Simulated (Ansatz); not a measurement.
## HBr (hydrogen bromide): the energy to break a bond

HBr has 2 atoms, charge 0, and is taken as a singlet. As SMILES, `Br`. Geometry: optimised at PBE0/def2-SVP.

```xyz
2

Br   -0.6038    0.2182   -0.3053
H     0.6038   -0.2182    0.3053
```

Wanted: the dissociation energy of the H2–Br1 bond into doublet H and doublet Br (shapes relaxed at PBE0/def2-SVP, no zero-point term). 1 Eh = 2625.50 kJ/mol = 27.2114 eV. Totals in Eh; open shells run unrestricted unless said.

| level | program | HBr | doublet H | doublet Br |
| --- | --- | --- | --- | --- |
| HF/def2-TZVPP | Ansatz | -2573.001458 | -0.499810 | -2572.398101 |
| SVWN5/def2-TZVPP | Ansatz | -2571.197473 | -0.478344 | -2570.549296 |
| r2SCAN/def2-TZVPP | Ansatz | -2574.741411 | -0.499927 | -2574.092585 |

Task: Work out the dissociation energy at each level.

Result: 
1. HF/def2-TZVPP: (-0.499810) + (-2572.398101) − (-2573.001458) = 0.103547 Eh = 271.9 kJ/mol = 2.82 eV.
2. SVWN5/def2-TZVPP: (-0.478344) + (-2570.549296) − (-2571.197473) = 0.169833 Eh = 445.9 kJ/mol = 4.62 eV.
3. r2SCAN/def2-TZVPP: (-0.499927) + (-2574.092585) − (-2574.741411) = 0.148899 Eh = 390.9 kJ/mol = 4.05 eV.

The levels span 272 to 446 kJ/mol; no measured value is set beside them. Hartree–Fock lacks the correlation of the bonding electrons, so it comes out low. Relativity is left out. A bond enthalpy at 298 K also holds the loss of zero-point energy and thermal terms.
